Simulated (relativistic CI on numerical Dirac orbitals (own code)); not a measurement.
# Transition arrays of Cd XXVIII

These numbers are calculated, not measured: Dirac-Coulomb-Breit CI, KLI orbitals optimised for each configuration, model QED (radiative potential, 1s self-energy scaled to tabulated hydrogen-like ionisation energies), valence Slater integrals scaled by 0.9, whole transition arrays (own radial code, finite nucleus).

CI space (outside the closed core [Ne] 3s2): 3p⁶3d³, 3p⁶3d²4f, 3p⁵3d⁴, 3p⁶3d²4p, 3p⁶3d²5f. Levels of other configurations are missing.

All E1 lines from the levels of 3p⁶3d³; mean and standard deviation are weighted by gf, and upper levels are sorted by their leading configuration.

```tsv
Upper configuration	Lines	Σgf	Mean (eV)	Mean (nm)	σ (eV)	Strongest line (nm)
3p⁶3d²4f	721	299.6	782.23	1.585	6.80	1.575
3p⁵3d⁴	1718	142.4	213.94	5.795	19.66	5.468
3p⁶3d²4p	466	12.6	643.11	1.928	6.42	1.924
3p⁶3d²5f	721	78.9	1031.01	1.203	7.16	1.198
```

Σgf per state of the lower configuration in bins of 0.2 nm over the central range (centre: value): 1.1: 0.26, 1.3: 0.40, 1.5: 2.10, 1.7: 0.39, 1.9: 0.10, 5.1: 0.03, 5.3: 0.23, 5.5: 0.30, 5.7: 0.17, 5.9: 0.08, 6.1: 0.08, 6.3: 0.05, 6.5: 0.06, 6.7: 0.09.

Problem. How do configuration mixing and the scaling of the Slater integrals move the arrays?

Solution. Slater scale 0.9, no configuration mixing: 3p⁶3d²4f 782.1 ± 6.8 eV (Σgf 289.6), 3p⁵3d⁴ 214.1 ± 19.6 eV (Σgf 147.7), 3p⁶3d²4p 643.2 ± 6.3 eV (Σgf 12.8), 3p⁶3d²5f 1030.8 ± 7.1 eV (Σgf 67.0); Slater scale 1: 3p⁶3d²4f 782.9 ± 7.3 eV (Σgf 301.6), 3p⁵3d⁴ 217.0 ± 20.5 eV (Σgf 143.8), 3p⁶3d²4p 643.2 ± 6.9 eV (Σgf 12.6), 3p⁶3d²5f 1031.3 ± 7.7 eV (Σgf 79.6); Slater scale 0.8: 3p⁶3d²4f 781.5 ± 6.3 eV (Σgf 297.6), 3p⁵3d⁴ 210.9 ± 18.9 eV (Σgf 141.1), 3p⁶3d²4p 643.1 ± 5.9 eV (Σgf 12.6), 3p⁶3d²5f 1030.7 ± 6.6 eV (Σgf 78.3). With mixing, levels are counted to their leading configuration, so an array can shrink or vanish into another, and the sums then hold other lines.
